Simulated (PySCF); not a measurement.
Al(CF3)(Me)2 (C3H6AlF3), SMILES [CH3][Al]([CH3])[C](F)(F)F.

Geometry: ωB97X-D3(BJ)/def2-SVP.

Vertical ionisation energy (IE) and electron affinity (EA) in eV. Rows of orbital energies are one-electron estimates. Where ΔSCF, EOM or ADC give a negative EA the extra electron is unbound and the value depends on the basis.

```csv
level,IE,EA
"−ε(HOMO), −ε(LUMO), ωB97X/def2-TZVP (PySCF)",10.67,-0.72
"−ε(HOMO), −ε(LUMO), PBE/def2-TZVP (PySCF)",6.72,1.97
```
